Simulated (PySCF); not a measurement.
# Basis and Hamiltonian dependence of the excitation energy of Rh²⁺

Rh²⁺ [Kr] 4d7 (4F) → Rh²⁺ [Kr] 4d6 5s1, s spin flipped. Calculated with PySCF 2.14 from differences of total energies of unrestricted determinants, without spin-orbit coupling. Values in eV.

| basis | Hamiltonian | functions | UHF | LDA | PBE0 | MP2 (valence) |
| --- | --- | --- | --- | --- | --- | --- |
| ANO-RCC-VTZP | spin-free X2C | 68 | 6.287 | 6.467 | 6.740 | 6.704 |
| aug-cc-pwCVDZ-PP with ECP28MDF | ECP | 70 | 6.100 | 5.995 | 6.405 | 6.419 |
| def2-QZVPPD with the def2 core potential (28 electrons) | ECP | 88 | 6.174 | 5.994 | 6.431 | 6.550 |
| aug-cc-pVTZ-DK | spin-free X2C | 102 | 6.102 | 6.205 | 6.499 | 6.457 |
| aug-cc-pVTZ-PP with one added diffuse shell each of s, p, d, f, g type with ECP28MDF | ECP | 113 | 6.076 | 5.912 | 6.349 | 6.414 |
| aug-cc-pwCVTZ-DK | spin-free X2C | 136 | 6.095 | 6.228 | 6.504 | 6.486 |

**Question.** Estimate the row for aug-cc-pVTZ-PP with ECP28MDF (ECP, 88 functions).

**Answer.** From the rows with the same Hamiltonian and similar size; the calculation gives UHF 6.08; LDA 5.91; PBE0 6.35; MP2 (valence) 6.41 (eV).

Frozen in the all-electron rows: valence: [Kr]; with a core potential, the same shells as far as they lie outside it.

In the upper determinant the s electron has its spin opposite to the other open shell, which mixes two multiplicities.
